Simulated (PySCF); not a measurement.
Question: Give a PBE0-D3(BJ)/def2-SVP geometry of `FB[AsH2]`.

Answer: 
Z-matrix in Å and degrees, rows numbered from 1:
```
F 
B   1  1.3188
As  2  2.0273  1  120.20
H   2  1.2112  1  117.51  3   174.58
H   3  1.5206  2   95.84  1   -41.73
H   3  1.5198  2   93.84  1  -137.68
```

B2 (three-coordinate boron) is planar (angles 122.1°, 120.2° and 117.5°, sum 359.8°, 0.04 Å off the plane of its three neighbours). As3 (arsenic bonded to B and 2 H) is pyramidal (angles 95.8°, 95.5° and 93.8°, sum 285.2°, 0.86 Å off the plane of its three neighbours).

Computed with PBE0-D3(BJ)/def2-SVP geometry optimisation, gas phase in PySCF 2.14.0.

No frequency check. The numbers are those of one conformer (F1–B2–As3–H -42° and -138°).

***

Write a Z-matrix for [In(OMe)H3]-, `[H][In-]([H])([H])[O]C` as optimised with PBE0-D3(BJ)/def2-SVP. (Charge -1.)

Z-matrix in Å and degrees, rows numbered from 1:
```
In
O   1  2.1072
C   2  1.3584  1  118.87
H   3  1.1234  2  115.07  1   -58.93
H   3  1.1204  2  111.83  1  -178.25
H   3  1.1235  2  115.03  1    62.46
H   1  1.7883  2  106.25  3   -59.94
H   1  1.7758  2  104.01  3   179.60
H   1  1.7883  2  106.05  3    59.16
```

In1 (indium bonded to O and 3 H) is distorted tetrahedral (angles from 104.0° to 113.9°).

Computed, not measured: PySCF 2.14.0, PBE0-D3(BJ)/def2-SVP geometry optimisation, gas phase, def2 core potentials past Kr.

Point group: Cs (tolerance 0.08 Å). No PBE0-D3(BJ)/def2-SVP frequencies stand behind this structure, so it isn't proved a minimum. The geometry's basis has no diffuse functions, a weakness for an anion.
